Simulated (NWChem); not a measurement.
## Basis-set convergence for H2F2Ge

SMILES: [F][GeH2][F]
```xyz
5

Ge     0.0000     0.0000     0.3342
F     -1.3723     0.0000    -0.7173
F      1.3723     0.0000    -0.7173
H      0.0000    -1.3182     1.1086
H      0.0000     1.3182     1.1086
```
Charge 0, spin multiplicity 1.

The numbers come from NWChem runs, not from measurements. The geometry was optimised at PBE0/def2-SVP, a minimum by its harmonic frequencies.

Quantity: dipole moment at the level B3LYP.

The Hamiltonian is non-relativistic. B3LYP has NWChem's definition, with VWN1-RPA local correlation. The Pople sets run with spherical d functions. The structure started from a generated list of species.

```csv
basis,functions,dipole moment (D)
STO-3G,30,…
3-21G,44,2.43
6-31G*,64,2.50
pcseg-1,65,2.70
def2-SVP,70,2.52
aug-cc-pVDZ,100,2.71
def2-SVPD,100,…
def2-TZVPP,138,…
def2-TZVPD,152,2.68
def2-QZVP,249,2.67
```

Problem. Complete the blanks.

Solution. 
- STO-3G, dipole moment (D): 1.06
- def2-SVPD, dipole moment (D): 2.77
- def2-TZVPP, dipole moment (D): 2.61
